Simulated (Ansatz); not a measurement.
Two isomers of CH4ClNOSi: A = `NC(=O)[SiH2]Cl`, B = `N[Si]1(Cl)CO1`.

Computed with Ansatz on PBE0-D4/def2-TZVP structures; ΔE is electronic, products minus reactants. CBS: MP2 limit from def2 TZ/QZ plus the TZ coupled-cluster correction, frozen cores. Functionals use def2-TZVPP. B3LYP here is the variant with VWN-RPA as its local correlation; programs differ in this. Each species was taken in one conformer, which may not be the lowest.

**Question.** Which is lower in electronic energy at CCSD(T)/CBS, and by how much? (Best estimate.)

**Answer.** The calculation gave: B, by 15.0 kcal/mol.

**Question.** Give E(B) − E(A) in kcal/mol with ωB97M-V, CCSD/def2-TZVPP, CCSD(T)/def2-TZVPP, MP2/def2-TZVPP, B3LYP, B2PLYP, PBE-D4. (An estimate is asked.)

**Answer.** Ansatz gave: ωB97M-V -13.5, CCSD/def2-TZVPP -14.3, CCSD(T)/def2-TZVPP -13.7, MP2/def2-TZVPP -16.0, B3LYP -8.9, B2PLYP -11.3, PBE-D4 -8.1. None reverses the order clearly.

Largest T1 diagnostic: 0.015.

From PBE to PBE0 (25 % exact exchange), in def2-TZVPP and without D4, E(B) − E(A) moves by −3.1 kcal/mol. In def2-TZVPP, CCSD(T) changes the Hartree–Fock value by −4.9 kcal/mol (the triples alone add +0.6 kcal/mol) and MP2 by −7.2 kcal/mol.
